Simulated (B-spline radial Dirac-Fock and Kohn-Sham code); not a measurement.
**Ionisation of each subshell: Ir¹⁷⁺**

System: iridium as Ir¹⁷⁺ in the configuration [Kr] 4d10 4f12 5s2 (tabulated as the ground configuration, which this calculation does not bear out); nuclear rms radius 5.4032 fm (A = 193).

These are calculated numbers from a radial finite-basis atomic code; the model is Dirac-Fock energy differences between relaxed states, corrected for Breit and QED terms. Correlation energy is missing from these numbers. Energies are counted from the vacuum level.

All terms are in eV, carry their sign (relaxation lowers the binding energy) and add up to the binding energy; ⟨r⟩ is the mean radius of the orbital in the initial state.

```
subshell  −ε (Koopmans)  relaxation    Gaunt  retardation  self-energy  vacuum polarisation  binding energy  ⟨r⟩ (bohr)
      1s        77010.1      -80.09  -287.97        26.51      -171.58                34.03         76531.0       0.017
      2s        13940.3      -44.07   -32.13         2.32       -25.20                 4.70         13845.9       0.073
   2p1/2        13343.1      -48.71   -55.16         5.85        -0.44                 0.25         13244.9       0.060
   2p3/2        11712.2      -45.28   -37.54         8.11        -1.95                -0.17         11635.4       0.069
      3s         3625.4      -21.00    -5.98         0.40        -5.81                 1.06          3594.1       0.189
   3p1/2         3359.0      -22.09   -10.45         0.98        -0.22                 0.06          3327.3       0.180
   3p3/2         2996.4      -20.32    -6.83         1.56        -0.48                -0.05          2970.3       0.195
   3d3/2         2558.8      -23.08    -4.63         0.43         0.42                -0.05          2531.9       0.170
   3d5/2         2481.2      -22.45    -3.19         0.47         0.21                -0.05          2456.2       0.175
      4s         1104.9       -5.41    -1.40         0.11        -1.45                 0.26          1097.0       0.420
   4p1/2          990.3       -5.41    -2.39         0.24        -0.03                 0.01           982.7       0.424
   4p3/2          901.7       -4.57    -1.48         0.37        -0.09                -0.02           895.9       0.454
   4d3/2          714.7       -4.54    -0.80         0.08         0.11                -0.02           709.5       0.461
   4d5/2          697.8       -4.27    -0.49         0.09         0.06                -0.01           693.1       0.471
      4f          458.0       -4.21     0.06        -0.02         0.07                -0.01           453.9       0.489
      5s          436.0       -0.45    -0.38         0.03        -0.37                 0.07           434.9       0.873
```

For the deepest level, K (1s), the Breit terms make up -0.342 % of the binding energy, QED -0.180 % and orbital relaxation -0.105 %.

Spin-orbit splittings: 2p 1609.6 eV, 3p 357.0 eV, 3d 75.69 eV, 4p 86.82 eV, 4d 16.36 eV.

Going to the tabulated ground configuration of the next ion removes an electron from O1 (5s), computed at 434.9 eV. NIST lists 445 ± 22 eV as the ionisation energy of this species (theoretical), +10.12 eV from the computed value, within the stated uncertainty.
